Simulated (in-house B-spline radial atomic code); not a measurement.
Results of a calculation; reference values are marked as such.
**Making a Troullier-Martins p channel for Te, r_c = 1.64 bohr**

Te, [Kr] 4d10 5s2 5p4, non-relativistic PBE, spherical and spin-unpolarised, from an all-electron radial atomic-structure program (B-spline basis) (atomic units). The all-electron 5p level is ε = -0.221165 hartree, its outermost node lies just inside 1.03 bohr and its outer maximum at 2.19 bohr.

Inside r_c the pseudo-orbital is u(r) = r^2 exp(p(r)), with p = c0 + c2 r² + c4 r⁴ + … + c12 r¹². The seven coefficients follow from p and its first four derivatives at r_c, from zero curvature of the screened potential at the origin, c4 = −c2²/(2l + 5), and from the norm inside r_c. At r_c the all-electron orbital has P = 0.5619745, P' = 0.488985, the screened potential V = -1.677102, V' = 2.474774, V'' = -5.862931, and the norm inside is Q = 0.1186567.

**Question.** What are p, p' and p'' at r_c?

**Answer.** p = ln(P/r_c^2) = ln(0.5619745/2.6896) = -1.56569. p' = P'/P − 2/r_c = 0.87012 − 1.21951 = -0.34939. The radial equation gives p'' = 2(V − ε) − 2(2) p'/r_c − p'² = -2.91187 − (-0.85218) − 0.12208 = -2.18177. Differentiating, p''' = 2V' + 2(2)p'/r_c² − 2(2)p''/r_c − 2p'p'' = 8.2267, and p'''' = 2V'' − 4(2)p'/r_c³ + 4(2)p''/r_c² − 2(2)p'''/r_c − 2p''² − 2p'p''' = -41.418.

For a trial c2 the five matching conditions are linear in c0, c6, c8, c10 and c12, and c2 is varied until the norm inside r_c equals Q. The root nearest zero gives:

```
 n          c_n
 0   -0.1004544
 2    -1.820074
 4   -0.4732387
 6     1.668963
 8   -0.9388703
10    0.2167792
12  -0.01848759
```

**Question.** Check c4 and p(r_c), and find the screened pseudopotential at the origin.

**Answer.** −c2²/7 = -0.473239, as listed. The terms c_n r_c^n are -0.10045, -4.89527, -3.42338, 32.47206, -49.13109, 30.51097, -6.99852, which sum to -1.56569. Inverting the radial equation, V_l(r) = ε + 2 p'/r + (p'' + p'²)/2, so V_l(0) = ε + (2l + 3) c2 = -0.221165 + 5 × (-1.82007) = -9.3215 hartree, finite where the all-electron potential diverges.

Orbitals and screened potentials:

| r (bohr) | P | u | V all-electron | V pseudo |
| --- | --- | --- | --- | --- |
| 0.164 | 0.109 | 0.02316 | -169.4 | -9.285 |
| 0.41 | -0.06237 | 0.1113 | -37.1 | -8.191 |
| 0.656 | -0.3116 | 0.1808 | -14.79 | -4.556 |
| 0.902 | -0.1332 | 0.2141 | -7.26 | -0.3385 |
| 1.148 | 0.159 | 0.2747 | -4.063 | 1.596 |
| 1.394 | 0.4021 | 0.4108 | -2.51 | -0.3293 |
| 1.64 | 0.562 | 0.562 | -1.677 | -1.677 |

Logarithmic derivatives P'/P at R = 1.94 bohr, for energies E around ε:

| E − ε (hartree) | all-electron | pseudo |
| --- | --- | --- |
| -0.5 | 0.751838 | 0.738772 |
| -0.25 | 0.52508 | 0.521012 |
| -0.1 | 0.376791 | 0.376035 |
| 0 | 0.27194 | 0.271935 |
| 0.1 | 0.161685 | 0.160747 |
| 0.25 | -0.0151876 | -0.0221676 |
| 0.5 | -0.347126 | -0.386303 |

**Question.** With P(R) = 0.6594214 and a norm of 0.2336346 inside R, what slope in energy does norm conservation fix?

**Answer.** d(P'/P)/dE = −2 × (norm inside R)/P(R)² = -1.0746 per hartree·bohr at E = ε, for both atoms, since orbital and norm agree at R. Differences over ±0.1 hartree give -1.0755 (all-electron) and -1.0764 (pseudo), which also hold third-order terms. Half a hartree below ε the two curves differ by -0.0131.
